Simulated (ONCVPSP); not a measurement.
**iron (Fe), ONCV: configuration errors across variants**

```json
{"Element": "Fe (Z = 26)", "Generator": "ONCVPSP 4.0.1", "Type": "optimised norm-conserving Vanderbilt (ONCV)", "Functional": "PBE", "Relativity": "scalar-relativistic", "Frozen core": "[Ne]", "Valence charge": "16", "Reference configuration": "3s2 3p6 3d6 4s1.5 (charge +0.5)", "Partial waves": "3s+4s: rc 1.25 bohr, ncon 5, nbas 8, qcut 9.4 1/bohr, 3 projectors, debl 0.7 Ha; 3p: rc 0.85 bohr, ncon 5, nbas 9, qcut 11.2 1/bohr, 1 projector; 3d: rc 1.45 bohr, ncon 4, nbas 9, qcut 11 1/bohr, 1 projector", "Local potential": "polynomial inside 0.55 bohr (lpopt 5, dvloc0 0 Ha)", "Core correction": "Teter function, fcfact 5.75, rcfact 1.25"}
```

All-electron excitation energies from the reference (eV): (1) 3s2 3p6 3d6 4s2 -3.484; (2) 3s2 3p6 3d6 4s1 5.245; (3) 3s2 3p6 3d6 4s0 21.448; (4) 3s2 3p6 3d6 4s1 4p1 0.621.

2 further variants failed, have other tests or another functional or relativity, and are left out.

A true bound ghost makes a file unfit for plane-wave use even where its test errors are small: the radial tests pick states by their node count and pass the ghost by.

Errors AE − PS in meV (a dash: test not solved or not reliable):

| change | (1) | (2) | (3) | (4) | bound ghosts | GHOST(+) flags above zero |
| --- | --- | --- | --- | --- | --- | --- |
| base | +0.5 | -0.1 | +1.3 | +13 | s | s |
| all radii but the core radius scaled by about 0.85 (s 1.06, p 0.72, d 1.22 bohr); local potential polynomial inside 0.46 bohr (lpopt 5, dvloc0 0 Ha) | +0.4 | -0.2 | +0.2 | +15 | none | s |
| p: nbas 8 | +0.5 | -0.1 | +1.3 | +12 | s | s |
| core correction Teter function, fcfact 5.75, rcfact 1.96 | +0.5 | -0.2 | +0.8 | +13 | s | s |
| s: debl 0.65 | +0.5 | -0.1 | +1.3 | +13 | s | s |
| core correction none | +0.5 | -0.1 | +2.0 | +13 | s | s |
| local potential polynomial inside 0.75 bohr (lpopt 1, dvloc0 2 Ha) | +0.5 | -0.1 | +1.3 | +8.5 | s | s |
| p: nproj 3 | +0.5 | -0.1 | +1.3 | 0.0 | s, p | s |

Problem. Give the same row for: d: qcut 11.2.

Solution. +0.5, -0.2, +1.2, +13; bound ghosts: s; GHOST(+) flags above zero: s.
